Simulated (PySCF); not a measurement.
HLiO, singlet, at a GFN2-xTB geometry (such geometries of metal compounds can be far from the true shape). Base run: CASSCF(2,2)/6-31G* (PySCF).

Here is a job for PySCF.
```python
from pyscf import gto, scf, mcscf
import numpy

mol = gto.M(
    atom='''
Li   -0.00000000   -0.00000000   -1.22244050
O     0.00000000    0.00000000    0.30206273
H     0.00000000    0.00000000    1.25081970
''',
    basis='6-31g*',
    verbose=4,
)

mf = scf.RHF(mol)
mf.kernel()
mc = mcscf.CASSCF(mf, 2, 2)
mc.fix_spin_(ss=0.0)
mc.kernel()
occ = numpy.linalg.eigvalsh(mc.fcisolver.make_rdm1(mc.ci, mc.ncas, mc.nelecas))[::-1]
ss = mc.fcisolver.spin_square(mc.ci, mc.ncas, mc.nelecas)[0]
print('natural occupations', occ.round(4), ' <S^2>', round(ss, 4))
```

Each row names what was changed in the base input (with any setting that the change needs).

| change | ΔE vs base (mEh) | natural occupations | <S^2> of the state |
|---|---|---|---|
| base | 0.000 | 2.00 0.00 | 0.00 |
| active space = 2 electrons, 3 orbitals | -15.696 | 1.98 0.02 0.00 | 0.00 |
| active space = 4 electrons, 3 orbitals | -0.001 | 2.00 2.00 0.00 | 0.00 |
| orbitals = fixed (CASCI) | 0.000 | 2.00 0.00 | 0.00 |
| active space = 6 electrons, 5 orbitals | -49.896 | 2.00 1.98 1.98 0.02 0.02 | 0.00 |
| state_average = 2 states | 23.780 | - | - |
| active space = 10 electrons, 8 orbitals | -93.733 | 2.00 2.00 1.98 1.98 1.98 0.02 0.02 0.02 | 0.00 |
| start = MP2 natural orbitals | -13.792 | 1.98 0.02 | 0.00 |
| conv_tol = 1e-5 | 0.000 | 2.00 0.00 | 0.00 |
| active space = 4 electrons, 4 orbitals | -47.697 | 1.98 1.98 0.02 0.02 | 0.00 |
| solver = newton | 0.000 | 2.00 0.00 | 0.00 |

Active orbitals are taken around the Fermi level unless the row says otherwise; CASSCF can end in different local minima, and two programs can end on different orbitals. State-averaged rows give the lowest state.
